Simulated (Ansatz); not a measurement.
The standard entropy of AlNH4O2 (SMILES [NH2][Al]([OH])[OH]) from a frequency calculation

A singlet with charge 0, relaxed at HF/6-31+G* (sfX2C, Cartesian functions) (Ansatz 0.2.0):

```xyz
8

N    -0.4587    1.3814    0.1609
Al    0.0195   -0.3120   -0.0144
O     1.5747   -0.7834   -0.5021
O    -1.1276   -1.5115    0.3202
H     0.1194    2.1778   -0.0047
H    -1.3712    1.6699    0.4473
H     2.3124   -0.2379   -0.7210
H    -0.9762   -2.4415    0.2582
```

Harmonic wavenumbers in cm⁻¹: 215, 238, 268, 315, 359, 395, 465, 599, 666, 709, 747, 933, 964, 1743, 3799, 3889, 4175, 4192.

Masses in u: N 14.007, Al 26.982, O 15.999, H 1.008. Take T = 298.15 K, p = 1 bar, R = 8.3145 J/(mol K), kT/hc = 207.22 cm⁻¹, rigid rotor and harmonic oscillator.

Question: Work out S° at 298 K.

Answer: 
1. Translation (Sackur–Tetrode): S = R[3/2 ln M + 5/2 ln T − 1.1517] with M = 77.019 gives 163.0 J/(mol K).
2. Rotation: principal moments 77.303, 82.248, 159.551 u Å² give A, B, C = 0.2181, 0.205, 0.1057 cm⁻¹; the symmetry number is σ = 1; q = (√π/σ)√((kT/hc)³/ABC) = 76910; S = R(ln q + 3/2) = 106.0.
3. Vibration: with u = ν̃/207.22, each mode gives R[u/(eᵘ − 1) − ln(1 − e⁻ᵘ)]; the sum is 46.9, most from 215 cm⁻¹ (8.4), 238 cm⁻¹ (7.6), 268 cm⁻¹ (6.7).
4. Electronic: R ln 1 = 0.0, from the spin multiplicity alone.
5. Sum: 163.0 + 106.0 + 46.9 + 0.0 = 315.9 J/(mol K).

No measured value is set beside it here. Where a soft mode is a torsion, a harmonic oscillator describes it poorly.
